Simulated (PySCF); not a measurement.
## Orbital picture of HgB⁺

M06-2X at R = 2.371 Å; PySCF, scalar-relativistic core potentials, basis sets Hg def2-SVPD with ECP60, B def2-SVPD. State: ¹Σ⁺ (singlet), closed shell. Only the outer orbitals are listed, counted within each symmetry, core potentials removing the inner ones.

```json
{"orbital": "4σ", "occ.": "2", "ε (eV)": "-22.14", "on Hg (%)": "77", "main shells (%)": "71 Hg d, 20 B s"}
{"orbital": "2π", "occ.": "2", "ε (eV)": "-21.05", "on Hg (%)": "99", "main shells (%)": "99 Hg d"}
{"orbital": "2π", "occ.": "2", "ε (eV)": "-21.05", "on Hg (%)": "99", "main shells (%)": "99 Hg d"}
{"orbital": "1δ", "occ.": "2", "ε (eV)": "-20.80", "on Hg (%)": "100", "main shells (%)": "100 Hg d"}
{"orbital": "1δ", "occ.": "2", "ε (eV)": "-20.80", "on Hg (%)": "100", "main shells (%)": "100 Hg d"}
{"orbital": "5σ", "occ.": "2", "ε (eV)": "-19.02", "on Hg (%)": "40", "main shells (%)": "59 B s, 27 Hg d, 12 Hg s"}
{"orbital": "6σ", "occ.": "2", "ε (eV)": "-14.52", "on Hg (%)": "59", "main shells (%)": "59 Hg s, 22 B p, 18 B s"}
{"orbital": "3π", "occ.": "0", "ε (eV)": "-8.42", "on Hg (%)": "8", "main shells (%)": "91 B p"}
{"orbital": "3π", "occ.": "0", "ε (eV)": "-8.42", "on Hg (%)": "8", "main shells (%)": "91 B p"}
{"orbital": "7σ", "occ.": "0", "ε (eV)": "-8.03", "on Hg (%)": "47", "main shells (%)": "51 B p, 24 Hg p, 22 Hg s"}
```

Problem. Which are the highest filled and the lowest empty level, where do they sit, and how wide is the gap?

Solution. Highest filled 6σ at -14.52 eV (in %: 59 Hg s, 22 B p, 18 B s); lowest empty 3π at -8.42 eV (in %: 91 B p); the gap at M06-2X is 6.10 eV.

- bond order (Mayer): 0.88
- ⟨S²⟩: 0.000
- charge on Hg (Mulliken, basis-dependent): 0.50
- charge on Hg (Löwdin, basis-dependent): 0.69
- dipole moment (positive dipole points towards B; it is taken about the centre of mass and depends on that origin): 3.65 D

Spin–orbit coupling is left out.
